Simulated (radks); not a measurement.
The numbers below are computed, except where a source is named.
Correlation energies from several functionals, in hartree. Species: Os3+ [Xe] 4f14 5d5; Cr+ [Ar] 3d5; In3+ [Kr] 4d10. Code: a radial shooting solver on a logarithmic mesh with Libxc functionals. Model: non-relativistic Kohn-Sham, exchange-only B88, spin-polarised, spherical densities, point nucleus. Every spin shell is full or empty, so the densities are truly spherical. Functionals are evaluated on that one density, not self-consistently.

| functional | Os3+ | Cr+ | In3+ |
|---|---|---|---|
| PW92 | -7.6523 | -1.9187 | -4.5273 |
| VWN5 | -7.6848 | -1.9284 | -4.5474 |
| PZ | -7.6518 | -1.9086 | -4.5252 |
| Wigner | -3.8654 | -1.1090 | -2.4847 |
| PBEsol | -5.0067 | -1.1241 | -2.8464 |
| LYP | -3.9615 | -1.0054 | -2.3856 |
| P86 | -5.0174 | -1.1033 | -2.8472 |
| PW91 | -4.8024 | -1.0644 | -2.7238 |
| AM05 | -7.2097 | -1.7587 | -4.2202 |
| B95 | -5.5492 | -1.1482 | -3.0784 |
